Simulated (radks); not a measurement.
Values are calculated unless marked as measured or tabulated.
Mean orbital radii <r> (bohr) of the neon ion Ne+, [He] 2s2 2p5, at several levels of relativity; Dirac values are averaged over j with weights 2j + 1. Spin-unpolarised spherical Kohn-Sham, LDA (Slater exchange, Perdew-Wang correlation), point nucleus unless stated (finite: rms radius 3.0055 fm), a radial shooting solver on a logarithmic mesh with Libxc functionals. A level marked "c x" has the speed of light scaled by that factor and shares open shells by 2j + 1; other Dirac levels either fill j = l - 1/2 first or share by 2j + 1.

shell,non-rel.,scalar-rel.,"Dirac, 2j+1 shares","Dirac, 2j+1 shares, finite nucleus","change of magnitude, last against first (%)"
1s,0.1589,0.1587,0.1587,0.1587,-0.16
2s,0.8701,0.8686,0.8686,0.8686,-0.18
2p,0.8835,0.8833,0.8833,0.8833,-0.02
3s (empty),3.491,3.487,3.487,3.487,-0.12
3p (empty),4.672,4.672,4.672,4.672,0.00
